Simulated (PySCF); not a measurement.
```xyz
3
charge 0 multiplicity 4, angstrom
In    0.8014   -1.5358    0.0000
In   -1.7307   -0.0741    0.0000
In    0.9293    1.6099    0.0000
```

Level of theory: PySCF, UPBE0, basis In def2-TZVP with ECP28 (scalar-relativistic core potentials, no spin–orbit coupling, density fitting).

This geometry of In₃ is a stationary point at this level.

Task: What is the point group?

Result: C2v.

Task: Is it a minimum?

Result: No: it has 1 imaginary mode, at 113i cm⁻¹ (b2).

Task: Which band is strongest in the infrared?

Result: 93 cm⁻¹ (a1), 2 km/mol.

Task: Give the atomic charges and bond orders.

Result: 
```
atom  Mulliken  Löwdin  polar tensor  spin (Mulliken)  Mayer order to In1
 In1     -0.05   -0.05         -0.04             1.08                   –
 In2     -0.05   -0.05         -0.04             1.08                1.00
 In3      0.10    0.11          0.08             0.85                0.67
```
Other Mayer orders above 0.3: In–In 0.67.

Other isomers or separated fragments may lie lower. At this level a quartet minimum of C2v symmetry lies 6 kJ/mol below this structure. With an element this heavy the missing spin–orbit coupling can shift these numbers.
